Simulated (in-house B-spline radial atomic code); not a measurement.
A fraction x of an electron is removed from 5p in Ba⁵⁺, starting from [Kr] 4d10 5s2 5p3 and keeping the highest spin. Level of theory: scalar-relativistic (X2C) r2SCAN, spin-polarised, spherical fractional occupations, Fermi nucleus of rms radius 4.8378 fm; calculated with an all-electron radial atomic-structure program (B-spline basis).

```tsv
x	E(x) - E(0) (eV)	5p up level (eV)
0	0.0000	-68.285
0.04	2.7412	-68.774
0.25	17.4534	-71.344
0.33	23.2002	-72.326
0.45	31.9678	-73.800
0.5	35.6732	-74.416
0.53	37.9112	-74.785
0.72	52.3426	-77.126
0.87	64.0502	-78.976
0.91	67.2191	-79.470
1	74.4214	-80.581
```

The exact functional would give a straight line between the two integer points. Deviations E(x) - E(0) - x[E(1) - E(0)], in eV: -0.236 at x = 0.04, -1.152 at x = 0.25, -1.359 at x = 0.33, -1.522 at x = 0.45, -1.538 at x = 0.5, -1.532 at x = 0.53, -1.241 at x = 0.72, -0.696 at x = 0.87, -0.504 at x = 0.91.

The curve lies below the straight line by up to 1.538 eV (at x = 0.5): convex, the delocalisation error that favours fractional charges.

Question: How well does Slater's transition state (minus the level at half occupation) give the ionisation energy?

Answer: It gives 74.416 eV against 74.421 eV from the two total energies; NIST lists 71.00 eV, ground level to ground level.
